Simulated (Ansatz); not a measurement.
Basis sets compared for Si21OH32. Total charge 0; singlet. Geometry PBE-D4/def2-SVP. Ansatz on 2 threads of AMD EPYC 7R13 on a shared host and a share (18 GiB) of an NVIDIA H100 80GB HBM3; times are rough, and most runs start from earlier orbitals.

```xyz
54

Si    3.505   -1.684    0.681
Si   -1.568   -4.018   -0.138
Si   -3.079   -0.992    1.390
Si    2.569    1.180    3.064
Si   -0.975    1.540    3.177
O     0.263   -1.450    1.834
Si    1.015   -1.088   -2.581
Si   -1.292   -0.814   -2.140
Si    0.926    1.341   -0.090
Si   -2.662    2.472   -0.004
Si   -0.725    2.553   -3.701
Si    0.253   -3.002    0.929
Si    2.002   -1.002    2.361
Si    3.080   -0.860   -1.474
Si   -1.167   -0.768    2.726
Si   -2.287   -2.945   -2.123
Si   -2.765    0.201   -0.612
Si    0.890    1.868    4.550
Si    2.730    2.376    1.035
Si   -0.625    2.647    1.126
Si   -1.759    0.449   -4.073
Si    0.957    2.734   -2.027
H     4.799   -1.076    1.171
H     3.681   -3.181    0.687
H    -0.661   -5.179   -0.515
H    -2.597   -4.557    0.817
H    -4.119   -0.284    2.225
H    -3.541   -2.414    1.204
H     3.846    0.835    3.807
H    -2.295    1.791    3.876
H     1.026   -2.439   -3.281
H     1.210   -0.079   -3.701
H    -3.895    2.732    0.830
H    -2.733    3.327   -1.241
H    -1.843    3.522   -3.402
H    -0.121    2.990   -5.016
H     0.864   -3.952    1.921
H     1.231   -2.735   -0.178
H     2.067   -1.966    3.526
H     4.016   -1.645   -2.382
H     3.534    0.572   -1.538
H    -1.179   -1.633    3.963
H    -3.791   -2.853   -2.062
H    -1.897   -3.862   -3.254
H    -4.064   -0.041   -1.356
H     0.861    1.014    5.793
H     1.040    3.315    4.940
H     2.720    3.859    1.338
H     4.102    2.040    0.494
H    -0.325    4.093    1.468
H    -1.180   -0.236   -5.285
H    -3.246    0.606   -4.281
H     2.248    2.479   -2.777
H     0.958    4.215   -1.702
```

Single mean-field runs in def2-SVP, def2-mTZVP are fitted with def2-universal-jkfit.

Binding counts from free atoms (Si triplet, O triplet, H doublet) in the same basis, without a counterpoise term.

```
             level  functions  energy (Eh)  HOMO (eV)  LUMO (eV)  binding per atom (eV)  wall time
         HF/STO-3G        226   -6090.4431      -3.71       5.86                   3.49        7 s
          HF/6-31G        346   -6159.9759      -7.22       0.77                   1.94      8.5 s
r2SCAN-D4/def2-SVP        552   -6171.4927      -4.97      -3.18                   3.23       15 s
```

Question: Estimate the rows for r2SCAN-D4/def2-mTZVP.

Answer: 
```csv
level,functions,energy (Eh),HOMO (eV),LUMO (eV),binding per atom (eV),wall time
r2SCAN-D4/def2-mTZVP,582,-6173.4841,-4.98,-3.27,3.18,11 s
```
